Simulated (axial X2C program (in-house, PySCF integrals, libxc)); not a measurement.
## Bond lengths and stretching modes, held linear, of ClRuCl⁻

Calculated with an in-house all-electron X2C program for linear molecules (integrals from PySCF): two-component X2C with atomic mean-field Coulomb and Gaunt terms, Gaussian nuclei, basis Cl dyall-av3z, Ru dyall-v3z with contracted cores. Spin-free rows use the one-electron spin-free X2C Hamiltonian.

Masses Cl 34.969, Ru 101.904, Cl 34.969 u. States: 2c Ω = 7/2 (beyond evenly filled blocks: ω = -1/2, ω = 3/2, ω = 5/2); spin-free M_S = 3/2, Λ = 2 (beyond evenly filled blocks: π+α, π-α, δ+α, δ+β, δ-α).

PBE, 2c: energies above the lowest point

```csv
r(Cl–Ru) (Å),r(Ru–Cl) (Å),E (meV)
2.2425,2.2425,34.20
2.2425,2.3000,15.33
2.2425,2.3575,29.44
2.3000,2.2425,15.33
2.3000,2.3000,0.00
2.3000,2.3575,17.16
2.3000,2.4150,59.09
2.3575,2.2425,29.44
2.3575,2.3000,17.16
2.3575,2.3575,36.93
2.4150,2.3000,59.09
2.4150,2.4150,127.23
```

Question: Fit a quadratic surface with cubic terms in each bond: where is the minimum, and what are the two stretching wavenumbers?

Answer: At PBE, 2c: bonds 2.297 and 2.297 Å; harmonic stretches 288.1 and 345.1 cm⁻¹; force constants 1.58, 1.58 and coupling 0.13 mdyn/Å.

The other levels and Hamiltonians give:

| Hamiltonian | level | r(Cl–Ru) (Å) | r(Ru–Cl) (Å) | lower stretch (cm⁻¹) | upper stretch (cm⁻¹) |
| --- | --- | --- | --- | --- | --- |
| 2c | PBE0 | 2.308 | 2.308 | 285.1 | 346.3 |
| 2c | HF | 2.427 | 2.427 | 235.8 | 289.3 |
| 2c | MP2 | 2.301 | 2.301 | 291.1 | 358.1 |
| spin-free | PBE0 | 2.307 | 2.307 | 285.5 | 346.9 |
| spin-free | HF | 2.425 | 2.425 | 236.8 | 290.7 |
| spin-free | PBE | 2.296 | 2.296 | 288.5 | 345.5 |
| spin-free | MP2 | 2.299 | 2.299 | 292.0 | 359.1 |

Each state is one determinant, the lowest of a limited PBE0 search; the stretches come from a fit to these few points and carry an uncertainty of a few per cent. Other orders of the atoms were not compared. The levels spread by more than a fifth, so the stretches depend strongly on the method. MP2 freezes inner shells (threshold -2 hartree). For an anion the highest level of a functional can be positive, and the basis then holds the extra electron. The molecule was held linear; bending was not examined, so a bent shape may lie lower. Note: functional without a current term on a determinant with orbital currents, of the molecule or an atom. Note: several unpaired electrons, one determinant need not be a pure state.
